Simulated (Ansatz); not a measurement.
Molecule: sum formula SiNHCl3, charge 0, multiplicity 2. It need not be the lowest isomer of its formula. SMILES: [NH][Si](Cl)(Cl)Cl
Structure (B3LYP-D3(BJ)/def2-TZVP (Ansatz, a first-principles code) minimum search):
```
Si
N 1 1.7311
H 2 1.0239 1 112.57
Cl 1 2.0305 2 109.34 3 -180.00
Cl 1 2.0443 2 109.47 3 60.50
Cl 1 2.0443 2 109.47 3 -60.50
```
Charge 0, spin multiplicity 2.

Property: atomisation energy (electronic, to ground-state atoms), in eV. Valence correlation only, unless marked. Open shells are spin-unrestricted. No spin-orbit coupling. Non-relativistic. The coupled-cluster limit lacks core correlation, which all-electron functionals hold. CBS(X,Y): correlation extrapolated as X^-3; Hartree-Fock from the larger set.

```tsv
level	program	atomisation energy (eV)
HF/STO-3G	Ansatz	14.12
```

Task: Predict the CCSD(T)/CBS(cc-pV(T+d)Z,cc-pV(Q+d)Z) result (Ansatz).

Result: 19.65 eV, so HF/STO-3G differs from it by -5.53 eV.
